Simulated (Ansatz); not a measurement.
TiS3⁻. Total charge -1; doublet. Geometry PBE0-D4/def2-SVPD, basis def2-TZVPD, Ansatz.

```xyz
4

Ti    0.0463   -0.0218    0.0150
S     0.0194    1.2780    1.7474
S    -0.9615   -1.9377    0.0869
S     0.8958    0.6815   -1.8492
```

| run | HOMO (eV) | LUMO (eV) |
| --- | --- | --- |
| A | -2.81 | -0.51 |
| B | -2.07 | -1.07 |
| C | -1.72 | -1.06 |
| D | -2.44 | -0.85 |
| E | -3.85 | 0.32 |
| F | -4.70 | 0.93 |

HSE06 is defined as in plane-wave codes, on full-range PBE exchange. The structure comes from a short search, and lower isomers may exist.

HOMO and LUMO are taken over both spins.

Q: The runs used CAM-B3LYP, HSE06, PBE, PBE0, r2SCAN, ωB97M-V. Estimate which is which.

A: A PBE0 (25 % exact exchange); B r2SCAN (0 % exact exchange); C PBE (0 % exact exchange); D HSE06 (range-separated); E CAM-B3LYP (range-separated); F ωB97M-V (range-separated). Exact exchange lowers occupied and raises empty levels; among semilocal functionals meta-GGAs tend to open the gap a little, and such runs are hard to tell apart. The gap grows from 0.67 eV (PBE) to 5.64 eV (ωB97M-V).
